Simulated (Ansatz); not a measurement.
Stepwise reaction of `B[SiH2]N` with hydrogen fluoride, as a gas-phase model of exchange steps in deposition or etching. ΔE in kJ/mol; ΔG adds harmonic PBE0-D4 terms to CCSD(T)/CBS, at 1 bar.

Calculated with Ansatz (gas phase, PBE0-D4/def2-TZVP geometries, no zero-point term in ΔE). CBS: MP2 limit from def2 TZ/QZ plus the TZ coupled-cluster correction, frozen cores. This one scheme is used for every species. Functionals use def2-TZVPP. B3LYP here is the variant with VWN-RPA as its local correlation; programs differ in this. One conformer a species, not always the lowest.

```csv
step,reaction,PBE-D4,B3LYP-D4,ωB97M-V,CCSD(T)/CBS,ΔG(400 K)
1,`B[SiH2]N` + H–F → `N[SiH2]BF` + H₂,-123.4,-123.9,-122.1,-114.1,-116.5
```

Q: Give the row of step 2, `N[SiH2]BF` + H–F → `N[SiH2]B(F)F` + H₂. (An estimate is asked.)

A: Ansatz gave: 
| step | reaction | PBE-D4 | B3LYP-D4 | ωB97M-V | CCSD(T)/CBS | ΔG(400 K) |
| --- | --- | --- | --- | --- | --- | --- |
| 2 | `N[SiH2]BF` + H–F → `N[SiH2]B(F)F` + H₂ | -148.2 | -150.6 | -151.0 | -142.8 | -145.9 |

Q: By hand: ΔE of the 2 steps together at CCSD(T)/CBS.

A: (-114.1) + (-142.8) = -256.9 kJ/mol, or -128.4 kJ/mol a step.

In ΔE each step is lower than the one before. All are downhill at CCSD(T)/CBS. ΔG lies between -145.9 and -116.5 kJ/mol a step. PBE-D4 differs from CCSD(T)/CBS by -9.3 to -5.4 kJ/mol a step. Isolated molecules leave out the surface, adducts and barriers. Largest T1 diagnostic: 0.013.
